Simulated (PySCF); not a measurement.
SMILES c1cc(F)ccc1C(C)(C)C (C₁₀H₁₃F) (GFN2-xTB optimised geometry):

```
24

C     -2.597    -1.366     0.004
C     -1.971     0.031     0.000
C     -2.451     0.766    -1.260
C     -2.453     0.774     1.254
C     -0.450    -0.007     0.000
C      0.263     1.191    -0.001
C      1.644     1.214    -0.001
C      2.329     0.014     0.000
F      3.681     0.023     0.000
C      1.660    -1.193     0.000
C      0.275    -1.193     0.000
H     -3.681    -1.276     0.007
H     -2.304    -1.924     0.891
H     -2.310    -1.927    -0.883
H     -3.539     0.779    -1.293
H     -2.085     0.263    -2.152
H     -2.099     1.794    -1.279
H     -2.101     0.268     2.150
H     -3.541     0.800     1.277
H     -2.089     1.797     1.275
H     -0.263     2.133    -0.002
H      2.189     2.145    -0.001
H      2.217    -2.116     0.000
H     -0.229    -2.145     0.000
```

Computed with PBE/def2-SVP in PySCF.

Problem. What are the frontier orbital energies and the dipole moment?

Solution. HOMO-2 -7.59 eV, HOMO-1 -6.43 eV, HOMO -5.76 eV, LUMO -1.15 eV, LUMO+1 -0.77 eV; dipole moment 1.70 D.

Meta-Löwdin charges at PBE/def2-SVP: C1 -0.31, C2 0.07, C3 -0.30, C4 -0.30, C5 0.00, C6 -0.11, C7 -0.14, C8 0.26, F9 -0.24, C10 -0.15, C11 -0.11, H12 0.10, H13 0.10, H14 0.10, H15 0.10, H16 0.10, H17 0.10, H18 0.10, H19 0.10, H20 0.10, H21 0.10, H22 0.12, H23 0.12, H24 0.11.
